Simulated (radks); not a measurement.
Spin polarisation of the 4d8 shell in Rh. Start: [Kr] 4d(up 4, down 4) 5s(up 0.5, down 0.5); electrons of 4d are moved from spin down to spin up, other shells keep equal spins. Calculated with a radial shooting solver on a logarithmic mesh with Libxc functionals: scalar-relativistic Kohn-Sham, LDA (Slater exchange, Perdew-Wang correlation), spin-polarised, spherical densities, point nucleus.

[
 {"moment (Bohr magnetons)": "0", "E - E(0) (eV)": "0.000", "e(4d up) (eV)": "-6.146", "e(4d down) (eV)": "-6.146", "5s down minus up (eV)": "0.000", "4p down minus up (eV)": "0.000", "4s down minus up (eV)": "0.000"},
 {"moment (Bohr magnetons)": "0.5", "E - E(0) (eV)": "-0.036", "e(4d up) (eV)": "-6.285", "e(4d down) (eV)": "-6.000", "5s down minus up (eV)": "0.103", "4p down minus up (eV)": "0.315", "4s down minus up (eV)": "0.304"},
 {"moment (Bohr magnetons)": "1", "E - E(0) (eV)": "-0.143", "e(4d up) (eV)": "-6.418", "e(4d down) (eV)": "-5.847", "5s down minus up (eV)": "0.206", "4p down minus up (eV)": "0.629", "4s down minus up (eV)": "0.609"},
 {"moment (Bohr magnetons)": "1.5", "E - E(0) (eV)": "-0.321", "e(4d up) (eV)": "-6.544", "e(4d down) (eV)": "-5.687", "5s down minus up (eV)": "0.310", "4p down minus up (eV)": "0.944", "4s down minus up (eV)": "0.913"},
 {"moment (Bohr magnetons)": "2", "E - E(0) (eV)": "-0.571", "e(4d up) (eV)": "-6.664", "e(4d down) (eV)": "-5.520", "5s down minus up (eV)": "0.414", "4p down minus up (eV)": "1.259", "4s down minus up (eV)": "1.218"}
]

At moment 2 the spin-polarisation energy is -0.571 eV and the 4d exchange splitting 1.144 eV, that is 0.572 eV per Bohr magneton; E = -I m^2/4 would give I = 0.571 eV.
